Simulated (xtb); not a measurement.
xtb input (GFN2-xTB):

```bash
xtb mol.xyz --gfn 2 --sp --chrg 0 --uhf 0
```
mol.xyz:
```
20

C      3.70563329     0.10412101     0.41626602
C      2.36143326     0.23917790    -0.29511927
C      1.22211814    -0.47356729     0.44330097
Si    -0.45826099    -0.37027231    -0.42350742
Si    -2.10629990    -1.48200139     0.81968465
Si    -1.11105509     1.86178403    -0.73084552
H      4.49833058     0.62149199    -0.12785926
H      3.99379287    -0.94541905     0.51099069
H      3.65893864     0.52643703     1.42278914
H      2.44431232    -0.16068999    -1.31017310
H      2.11708332     1.29938654    -0.40943480
H      1.11396105    -0.05847177     1.45078475
H      1.47032303    -1.53161619     0.57755850
H     -0.36672554    -1.01506896    -1.76305543
H     -2.27028632    -0.82793099     2.14278178
H     -1.73789497    -2.90205304     1.05120631
H     -3.41290198    -1.44421420     0.11761205
H     -0.17900067     2.59417738    -1.62466779
H     -2.47149486     1.93153500    -1.31937620
H     -1.13492189     2.56090173     0.57951303
```

End of the output:

```
         :::::::::::::::::::::::::::::::::::::::::::::::::::::
         ::                     SUMMARY                     ::
         :::::::::::::::::::::::::::::::::::::::::::::::::::::
         :: total energy             -18.715740412527 Eh    ::
         :: gradient norm              0.028818315718 Eh/a0 ::
         :: HOMO-LUMO gap              3.937213250321 eV    ::
         ::.................................................::
         :: SCC energy               -18.935117713062 Eh    ::
         :: -> isotropic ES            0.024931460644 Eh    ::
         :: -> anisotropic ES          0.006496959380 Eh    ::
         :: -> anisotropic XC          0.013129809310 Eh    ::
         :: -> dispersion             -0.014978812529 Eh    ::
         :: repulsion energy           0.219377300535 Eh    ::
         :: add. restraining           0.000000000000 Eh    ::
         :: total charge              -0.000000000000 e     ::
         :::::::::::::::::::::::::::::::::::::::::::::::::::::

           -------------------------------------------------
          |                Property Printout                |
           -------------------------------------------------

    * Orbital Energies and Occupations

         #    Occupation            Energy/Eh            Energy/eV
      -------------------------------------------------------------
         1        2.0000           -0.7697848             -20.9469
       ...           ...                  ...                  ...
         7        2.0000           -0.5082486             -13.8301
         8        2.0000           -0.4836306             -13.1603
         9        2.0000           -0.4701824             -12.7943
        10        2.0000           -0.4609836             -12.5440
        11        2.0000           -0.4375733             -11.9070
        12        2.0000           -0.4279031             -11.6438
        13        2.0000           -0.4251973             -11.5702
        14        2.0000           -0.4239494             -11.5362
        15        2.0000           -0.4231384             -11.5142
        16        2.0000           -0.4227254             -11.5029
        17        2.0000           -0.4055702             -11.0361
        18        2.0000           -0.3711152             -10.0986
        19        2.0000           -0.3473295              -9.4513 (HOMO)
        20                         -0.2026395              -5.5141 (LUMO)
        21                         -0.2016599              -5.4874
        22                         -0.1892419              -5.1495
        23                         -0.1820962              -4.9551
        24                         -0.1788138              -4.8658
        25                         -0.1600207              -4.3544
        26                         -0.1417882              -3.8583
        27                         -0.1405463              -3.8245
        28                         -0.1213456              -3.3020
        29                         -0.0929054              -2.5281
        30                         -0.0808977              -2.2013
       ...                                ...                  ...
        53                          0.7963590              21.6700
      -------------------------------------------------------------
                  HL-Gap            0.1446899 Eh            3.9372 eV
             Fermi-level           -0.2749845 Eh           -7.4827 eV

     #   Z          covCN         q      C6AA      α(0)
     1   6 C        3.749    -0.096    22.395     6.749
     2   6 C        3.809    -0.048    21.425     6.589
     3   6 C        3.699    -0.155    23.672     6.958
     4  14 Si       3.660     0.292   102.727    19.427
     5  14 Si       3.667     0.359   100.918    19.252
     6  14 Si       3.666     0.362   100.856    19.247
     7   1 H        0.924     0.030     2.587     2.515
     8   1 H        0.924     0.031     2.566     2.505
     9   1 H        0.924     0.031     2.572     2.508
    10   1 H        0.924     0.019     2.753     2.595
    11   1 H        0.924     0.017     2.786     2.610
    12   1 H        0.924     0.008     2.931     2.677
    13   1 H        0.924     0.012     2.860     2.645
    14   1 H        0.910    -0.122     6.416     3.962
    15   1 H        0.912    -0.125     6.543     4.001
    16   1 H        0.912    -0.115     6.129     3.873
    17   1 H        0.912    -0.130     6.749     4.064
    18   1 H        0.912    -0.115     6.132     3.874
    19   1 H        0.912    -0.130     6.736     4.060
    20   1 H        0.912    -0.125     6.526     3.996

 Mol. C6AA /au·bohr⁶  :       5363.396251
 Mol. C8AA /au·bohr⁸  :     185495.880362
 Mol. α(0) /au        :        124.105881

Wiberg/Mayer (AO) data.
largest (>0.10) Wiberg bond orders for each atom

 ---------------------------------------------------------------------------
     #   Z sym  total        # sym  WBO       # sym  WBO       # sym  WBO
 ---------------------------------------------------------------------------
     1   6 C    3.996 --     2 C    1.017     9 H    0.988     8 H    0.988
                             7 H    0.986
     2   6 C    3.997 --     3 C    1.021     1 C    1.017    10 H    0.982
                            11 H    0.980
     3   6 C    3.976 --     2 C    1.021    12 H    0.983    13 H    0.982
                             4 Si   0.882
     4  14 Si   3.645 --    14 H    0.886     3 C    0.882     6 Si   0.850
                             5 Si   0.844
     5  14 Si   3.647 --    16 H    0.896    17 H    0.895    15 H    0.894
                             4 Si   0.844
     6  14 Si   3.652 --    19 H    0.895    18 H    0.895    20 H    0.893
                             4 Si   0.850
     7   1 H    0.999 --     1 C    0.986
     8   1 H    0.999 --     1 C    0.988
     9   1 H    0.999 --     1 C    0.988
    10   1 H    1.000 --     2 C    0.982
    11   1 H    1.000 --     2 C    0.980
    12   1 H    1.000 --     3 C    0.983
    13   1 H    1.000 --     3 C    0.982
    14   1 H    0.985 --     4 Si   0.886
    15   1 H    0.984 --     5 Si   0.894
Note: The following floating-point exceptions are signalling: IEEE_UNDERFLOW_FLAG IEEE_DENORMAL
normal termination of xtb
    16   1 H    0.986 --     5 Si   0.896
    17   1 H    0.983 --     5 Si   0.895
    18   1 H    0.986 --     6 Si   0.895
    19   1 H    0.983 --     6 Si   0.895
    20   1 H    0.984 --     6 Si   0.893
 ---------------------------------------------------------------------------

Topologies differ in total number of bonds
Writing topology from bond orders to xtbtopo.mol

molecular dipole:
                 x           y           z       tot (Debye)
 q only:       -0.025      -0.056      -0.092
   full:        0.251      -0.074       0.038       0.672
molecular quadrupole (traceless):
                xx          xy          yy          xz          yz          zz
 q only:       -0.754       0.094      -0.391       0.570       0.781       1.146
  q+dip:       -1.088      -0.662      -0.812       0.711       1.570       1.900
   full:        0.179      -0.605      -1.550       1.134       1.397       1.371

           -------------------------------------------------
          | TOTAL ENERGY              -18.715740412527 Eh   |
          | GRADIENT NORM               0.028818315718 Eh/α |
          | HOMO-LUMO GAP               3.937213250321 eV   |
           -------------------------------------------------

------------------------------------------------------------------------
------------------------------------------------------------------------
 total:
 SCF:
```
